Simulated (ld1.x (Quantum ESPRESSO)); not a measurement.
# How hard is this copper (Cu) TM semilocal potential?

copper, norm-conserving Troullier–Martins (semilocal form), made with ld1.x (Quantum ESPRESSO) 7.5 (BP86, scalar-relativistic). Core [Ar], reference 3d10 4s0.75 4p0 (charge +0.25). Waves: 4s (bound): rc 2.00 bohr; 3d (bound): rc 0.95 bohr; 4p (bound, empty): rc 2.05 bohr. Local part: the p channel. Core correction: Bessel-smoothed model core inside 0.85 bohr.

The pseudo-atom Hamiltonian at the reference potential is diagonalised in spherical Bessel functions j_l(qr) that vanish at 20 bohr, with q² up to the cutoff. All-electron valence levels (Ry): 4s -0.4776, 3d -0.5288, 4p -0.1511.

Problem. How do the lowest levels (Ry) of each channel move with the cutoff, and are there ghosts?

Solution.

| cutoff (Ry) | s #1 | s #2 | d #1 | p #1 | Σ f·Δε (mRy) |
| --- | --- | --- | --- | --- | --- |
| 8 | -0.4710 | -0.0469 | -0.0463 | -0.1504 | 4848.9 |
| 15 | -0.4751 | -0.0473 | -0.0464 | -0.1509 | 4844.8 |
| 25 | -0.4770 | -0.0475 | -0.0465 | -0.1510 | 4842.4 |
| 35 | -0.4775 | -0.0476 | -0.0466 | -0.1511 | 4841.0 |
| 50 | -0.4776 | -0.0476 | -0.0468 | -0.1511 | 4838.8 |
| 70 | -0.4776 | -0.0476 | -0.0474 | -0.1511 | 4832.7 |
| 100 | -0.4776 | -0.0476 | -0.0921 | -0.1511 | 4385.8 |
| 140 | -0.4776 | -0.0476 | -0.4133 | -0.1511 | 1173.2 |
| 180 | -0.4776 | -0.0476 | -0.5129 | -0.1511 | 177.3 |
| 260 | -0.4776 | -0.0476 | -0.5305 | -0.1511 | 1.4 |
| 400 | -0.4776 | -0.0476 | -0.5307 | -0.1511 | 0.0 |

Result: no extra level below or beside the all-electron valence levels (s, d, p tested); the semilocal form is local in each channel, so this says nothing of the separable form that plane-wave codes build from it; 10 mRy is reached at 230 Ry and 1 mRy at over 300 Ry.

Its largest configuration-test error is -438 meV.
